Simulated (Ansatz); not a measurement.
A made-up structure of CH2BrSi (charge +1), closed shell:

| atom | x (Å) | y (Å) | z (Å) |
| --- | --- | --- | --- |
| Si1 | 0.2906 | -0.6284 | 0.6285 |
| C2 | -0.2406 | 0.5199 | -0.5200 |
| Br3 | 1.0106 | -2.1814 | 2.1796 |
| H4 | -0.9407 | 0.1613 | -1.2306 |
| H5 | 0.1765 | 1.4892 | -0.4191 |

It is relaxed with PBE-D4/def2-SVP and then PBE0-D4/def2-TZVP (Ansatz 0.2.0). Atoms count as bonded within 1.22 times the sum of their covalent radii (H–H: 0.88 Å). The end point is not checked to be a true minimum.

(1) Does its bonding change? (A judgement: the text doesn't fix the answer.)

Answers

(1) The calculation gives: No: no bond forms or breaks.

Where it ends: The first stage lowers the energy by 0.55 eV in 13 steps. It ends as CH₂BrSi ([CH2][Si][Br]), total charge +1:
Si1  (-0.022, -0.550, 0.925)
C2  (-0.067, 0.376, -0.522)
Br3  (1.083, -2.060, 1.884)
H4  (-0.883, 0.159, -1.216)
H5  (0.186, 1.436, -0.432)
(Å)

Labels in which every atom is bracketed show which atoms are joined, not bond orders.

For scale, one of the runs: PBE0-D4/def2-TZVP relaxation, 128 basis functions, launched by `ansatz run in.yaml --threads 2 --pin off --events-out ev --progress --plain --max-ram 4352MiB`. The run took about 26 s on 2 CPU threads of an Intel Xeon Platinum 8259CL (shared host).
